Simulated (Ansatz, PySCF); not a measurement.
TiH₄, SMILES [TiH4], multiplicity 1.

Geometry optimised at B3LYP-D3(BJ)/def2-TZVPD. The spin state was assumed, not searched.

Vertical ionisation energy (IE) and electron affinity (EA) in eV. Rows of orbital energies are one-electron estimates. Where ΔSCF, EOM or ADC give a negative EA the extra electron is unbound and the value depends on the basis.

```
level                                                                         IE     EA
-------------------------------------------------------------------------  -----  -----
−ε(HOMO), −ε(LUMO), r2SCAN/def2-TZVPD (PySCF)                               7.81   4.08
−ε(HOMO), −ε(LUMO), HF/def2-TZVPD (PySCF)                                  12.34  -0.69
−ε(HOMO), −ε(LUMO), PBE/def2-TZVPD (PySCF)                                   [?]    [?]
ΔSCF, CAM-B3LYP/def2-TZVPD (Ansatz), final states of multiplicity 2 and 2  11.28   1.57
ΔSCF, PBE/def2-TZVPD (Ansatz), final states of multiplicity 2 and 2        10.79   1.10
```

Q: Complete the blanks. (An estimate is asked for; the answer gives what the named calculation found.)

A: 
- −ε(HOMO), −ε(LUMO), PBE/def2-TZVPD (PySCF), IE: 7.45
- −ε(HOMO), −ε(LUMO), PBE/def2-TZVPD (PySCF), EA: 4.33

Q: What vertical singlet–triplet gap does ΔSCF give with CAM-B3LYP/def2-TZVPD (Ansatz, a quantum-chemistry and plane-wave program) and with PBE/def2-TZVPD (Ansatz)? (An estimate is asked for; the answer gives what the named calculation found.)

A: 2.90 and 2.76 eV (triplet above singlet where positive).
